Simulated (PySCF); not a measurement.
# Electron correlation in Er⁵⁵⁺ (erbium, charge +55)

[Ne] 3s2 3p1, 2P determinant. Calculation: PySCF 2.14, in an even-tempered Gaussian basis (16 s from 13 bohr⁻², ratio 2.5; 10 p from 17 bohr⁻², ratio 2.5; 4 d from 67 bohr⁻², ratio 2.7; 4 f from 100 bohr⁻², ratio 2.7); no relativity, point nucleus. Frozen: 1s2; 11 electrons correlated; the 17 highest virtual orbitals of each spin left out.

```json
{"level": "CCSD", "correlation energy (mhartree)": "-562.60"}
{"level": "(T)", "correlation energy (mhartree)": "-1.71"}
{"level": "CCSD(T)", "correlation energy (mhartree)": "-564.31"}
```

Diagnostics: T1 = 0.00084, D1 = 0.0036, largest double amplitude 0.084.

A non-relativistic calculation at this Z misses sizeable relativistic shifts. Spin-orbit coupling, absent here, splits the open shell strongly.

Cost of the coupled-cluster step: of the order of 30 core-seconds, for 11 correlated electrons.

Iterations:

```
CC2 = 0
CCSD nocc = (np.int64(6), np.int64(5)), nmo = (76, 76)
frozen orbitals [[0, 77, 78, 79, 80, 81, 82, 83, 84, 85, 86, 87, 88, 89, 90, 91, 92, 93], [0, 77, 78, 79, 80, 81, 82, 83, 84, 85, 86, 87, 88, 89, 90, 91, 92, 93]]
max_cycle = 100
direct = 0
conv_tol = 1e-08
conv_tol_normt = 1e-06
diis_space = 8
diis_start_cycle = 0
Init t2, MP2 energy = -0.506340398286311
Init E_corr(UCCSD) = -0.506340398289327
cycle = 1  E_corr(UCCSD) = -0.543744959185268  dE = -0.0374045609  norm(t1,t2) = 0.0268048
cycle = 2  E_corr(UCCSD) = -0.556003815482545  dE = -0.0122588563  norm(t1,t2) = 0.00959158
cycle = 3  E_corr(UCCSD) = -0.562644884647264  dE = -0.00664106916  norm(t1,t2) = 0.00349054
cycle = 4  E_corr(UCCSD) = -0.562596585299771  dE = 4.82993475e-05  norm(t1,t2) = 8.83063e-05
cycle = 5  E_corr(UCCSD) = -0.562599980028785  dE = -3.39472901e-06  norm(t1,t2) = 3.59489e-06
cycle = 6  E_corr(UCCSD) = -0.562598947256924  dE = 1.03277186e-06  norm(t1,t2) = 4.75474e-07
cycle = 7  E_corr(UCCSD) = -0.562599082520672  dE = -1.35263748e-07  norm(t1,t2) = 1.07103e-07
cycle = 8  E_corr(UCCSD) = -0.56259911303766  dE = -3.05169886e-08  norm(t1,t2) = 3.95211e-08
cycle = 9  E_corr(UCCSD) = -0.562599126407126  dE = -1.33694658e-08  norm(t1,t2) = 2.42315e-08
cycle = 10  E_corr(UCCSD) = -0.562599161800057  dE = -3.53929308e-08  norm(t1,t2) = 1.7517e-08
cycle = 11  E_corr(UCCSD) = -0.562599155817125  dE = 5.98293193e-09  norm(t1,t2) = 1.56024e-09
UCCSD converged
E(UCCSD) = -9253.581350345561  E_corr = -0.5625991558171251
UCCSD(T) correction = -0.00171383406504896
```

At this charge a non-relativistic calculation is a model, useful for the Z dependence of the correlation energy.
